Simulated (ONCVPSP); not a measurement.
**An all-electron radial function and its pseudo partner (boron)**

Columns: radius, all-electron u(r) and pseudo u(r) of the 2s shell (level -19.51 eV) of boron in the configuration [He] 2s2; PBE, scalar-relativistic, ONCV scheme, ONCVPSP 4.0.1.

| r (bohr) | all-electron | pseudo |
| --- | --- | --- |
| 0.055 | -0.2064 | 0.0203 |
| 0.110 | -0.3075 | 0.0416 |
| 0.165 | -0.3366 | 0.0644 |
| 0.220 | -0.3175 | 0.0893 |
| 0.275 | -0.2671 | 0.1164 |
| 0.330 | -0.1972 | 0.1461 |
| 0.385 | -0.1160 | 0.1785 |
| 0.440 | -0.0295 | 0.2140 |
| 0.495 | 0.0582 | 0.2527 |
| 0.550 | 0.1442 | 0.2944 |
| 0.605 | 0.2265 | 0.3381 |
| 0.660 | 0.3037 | 0.3832 |
| 0.715 | 0.3752 | 0.4286 |
| 0.770 | 0.4404 | 0.4736 |
| 0.825 | 0.4994 | 0.5180 |
| 0.880 | 0.5524 | 0.5611 |
| 0.935 | 0.5994 | 0.6025 |
| 0.990 | 0.6403 | 0.6410 |
| 1.045 | 0.6755 | 0.6755 |
| 1.100 | 0.7050 | 0.7049 |
| 1.155 | 0.7291 | 0.7291 |
| 1.210 | 0.7483 | 0.7483 |
| 1.265 | 0.7628 | 0.7628 |
| 1.320 | 0.7730 | 0.7730 |
| 1.375 | 0.7792 | 0.7792 |
| 1.430 | 0.7819 | 0.7818 |

Problem. How many radial nodes do the two functions have?

Solution. The all-electron 2s function has n − l − 1 = 1; the pseudo-wave has 0, since the states of the same l below it are removed with the core.

Problem. At about which radius was the pseudo-wave matched?

Solution. 1.10 bohr. The columns agree to 0.0005 from 1.04 bohr on; several derivatives are matched, so the curves merge somewhat inside the radius.

Problem. Is the pseudo-wave norm-conserving?

Solution. Yes: the ONCV scheme keeps the norm inside the radius equal to the all-electron one, which fixes the energy derivative of the logarithmic derivative at the level.
